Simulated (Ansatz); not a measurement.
`O=CB(F)[SiH3]` + `FC1=C[CH]1[GeH3]` → `O=CB[SiH3]` + `FC1=C[C]1(F)[GeH3]` at 400 K and 1 bar (redistribution).

Gas-phase electronic energies from Ansatz, PBE0-D4/def2-TZVP geometries. CCSD(T)/CBS is the MP2 limit (def2-TZVPP, def2-QZVPP) plus CCSD(T) − MP2 in def2-TZVPP, frozen cores. For Ge outer-core shells are correlated without core-valence functions, which leaves a few kJ/mol of doubt a bond. Scalar relativity is left out up to krypton. Each species was taken in one conformer, which may not be the lowest.

```json
{"species": "`O=CB(F)[SiH3]`", "CCSD(T)/CBS energy (Eh)": "-529.29997", "H − E (kJ/mol)": "162.2", "S (J/(mol·K))": "388.6"}
{"species": "`FC1=C[CH]1[GeH3]`", "CCSD(T)/CBS energy (Eh)": "-2292.93839", "H − E (kJ/mol)": "194.9", "S (J/(mol·K))": "374.6"}
{"species": "`O=CB[SiH3]`", "CCSD(T)/CBS energy (Eh)": "-430.03905", "H − E (kJ/mol)": "173.7", "S (J/(mol·K))": "358.8"}
{"species": "`FC1=C[C]1(F)[GeH3]`", "CCSD(T)/CBS energy (Eh)": "-2392.12989", "H − E (kJ/mol)": "177.7", "S (J/(mol·K))": "394.1"}
```

H − E and S are ideal-gas, rigid-rotor, harmonic terms from PBE0-D4/def2-TZVP, for one conformer and one mirror image of each species. 1 Eh = 2625.50 kJ/mol, R = 8.31446 J/(mol·K).

Q: By hand: ΔE, ΔH, ΔS and ΔG.

A: ΔE = (-430.03905) + (-2392.12989) − (-529.29997) − (-2292.93839) = 0.06942 Eh = 182.3 kJ/mol. Δ(H − E) = 173.7 + 177.7 − 162.2 − 194.9 = -5.7, so ΔH = 176.6 kJ/mol. ΔS = 358.8 + 394.1 − 388.6 − 374.6 = -10.3 J/(mol·K). ΔG = 176.6 − 400 × (-10.3)/1000 = 180.7 kJ/mol.

Q: By hand: the equilibrium constant, and the temperature at which ΔG would vanish if ΔH and ΔS stayed fixed.

A: log₁₀ K = −ΔG/(RT ln 10) = -23.6. ΔH and −TΔS have one sign here, so there is no such temperature.

The number of gas molecules stays the same, so ΔS is small and ΔH decides. A doubt of 5 kJ/mol in ΔE shifts log₁₀ K by 0.7 here. Other conformers and mirror images would add mixing entropy, several J/(mol·K) or more a flexible species. Modes under 60 cm⁻¹, often nearly free rotors, make the harmonic entropy too high. These are equilibria of isolated gas molecules and say nothing of rates. Largest T1 diagnostic: 0.021 (customary marks: 0.02 for closed shells, 0.045 for open ones).

ΔS is within the doubt of such terms, so its sign, and with it that verdict, could turn.
